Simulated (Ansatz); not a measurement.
H6GeSi, charge -1, doublet, at the geometry of the source list (a state made from the parent by changing its charge; the spin is typed, not shown lowest) (a gas-phase anion, which may not be bound at this level). Base run: PBE/STO-3G run with Ansatz (an electronic-structure program).

The Ansatz input:
Ansatz 0.2 input:
```yaml
crystal:
  periodic: [false, false, false]
  atoms:
    - {symbol: Si, position_ang: [-1.21110000, 0.12330000, 0.02170000]}
    - {symbol: Ge, position_ang: [1.10560000, -0.10820000, -0.02010000]}
    - {symbol: H, position_ang: [-1.78150000, -0.70980000, 1.08100000]}
    - {symbol: H, position_ang: [-1.58220000, 1.51630000, 0.26670000]}
    - {symbol: H, position_ang: [-1.77570000, -0.29520000, -1.26210000]}
    - {symbol: H, position_ang: [1.61100000, -1.42550000, -0.54140000]}
    - {symbol: H, position_ang: [1.84580000, 0.89320000, -0.85840000]}
    - {symbol: H, position_ang: [1.78820000, 0.00600000, 1.31260000]}
basis:
  gaussian:
    orbitals: STO-3G
hamiltonian:
  xc: pbe
total_charge: -1
magnetization: {spin_polarized: true, initial_magnetization: 1}
```

The base run was repeated with changes; each row names its change, and settings that it needs were set with it.

| change | basis functions | E (Eh) |
|---|---|---|
| base | 33 | -2341.92146 |
| basis = cc-pVTZ-DK; relativity = spin-free X2C; nucleus = Gaussian | 161 | -2391.98122 |
| basis = ANO-RCC-VDZP; relativity = spin-free X2C | 75 | -2391.99843 |
| basis = cc-pVTZ-DK; relativity = none | 161 | -2356.50878 |
| basis = x2c-SVPall; relativity = spin-free X2C | 80 | -2391.48337 |
| basis = x2c-SVPall; relativity = none | 80 | -2360.64083 |
| basis = ANO-RCC-VDZP; relativity = spin-free X2C; nucleus = Gaussian | 75 | -2391.98490 |
| basis = ANO-RCC-VDZP; relativity = none | 75 | -2356.26588 |
| basis = cc-pVTZ-DK; relativity = spin-free X2C | 161 | -2391.99449 |
| basis = x2c-SVPall; relativity = spin-free X2C; nucleus = Gaussian | 80 | -2391.47288 |

Total energies compare only within one method and basis.

Ansatz warned in this series: the basis is contracted for relativity, which the run leaves out.

A gas-phase anion may not be bound at this level; its values then depend on the basis.

Basis sets contracted for a relativistic Hamiltonian are a mismatch without it, so the rows without relativity aren't non-relativistic limits. No row has spin-orbit coupling; sets with core potentials leave out the core electrons.
